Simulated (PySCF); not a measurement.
# Working out the ionisation energy of Os²⁺

Os²⁺ [Xe] 4f14 5d6 (5D) → Os³⁺ [Xe] 4f14 5d5 (6S). Computed with PySCF 2.14 in def2-TZVPPD with the def2 core potential (60 electrons), with a scalar-relativistic core potential. Frozen: nothing. Energies in hartree (1 hartree = 27.21139 eV):

```csv
part,Os²⁺ (lower),Os³⁺ (upper)
UHF,-89.011395,-88.094250
MP2 opposite-spin,-0.207772,-0.170857
MP2 same-spin,-0.107873,-0.097693
```

Q: What does Hartree-Fock give?

A: (-88.094250) − (-89.011395) = 0.917145 hartree = 24.957 eV.

Q: What do MP2 and SCS-MP2 (6/5 opposite-spin, 1/3 same-spin) give?

A: The opposite-spin parts differ by 1.005 eV and the same-spin parts by 0.277 eV. MP2: 24.957 + (1.005) + (0.277) = 26.239 eV. SCS-MP2: 24.957 + 1.2 × (1.005) + (0.277)/3 = 26.255 eV.

Reference: 25 ± 1.6 eV (theoretical estimate listed by NIST; NIST Atomic Spectra Database, ionization energies), between the lowest levels; spin-orbit coupling is absent from the calculation.

What remains against the reference includes basis incompleteness and correlation beyond second order.
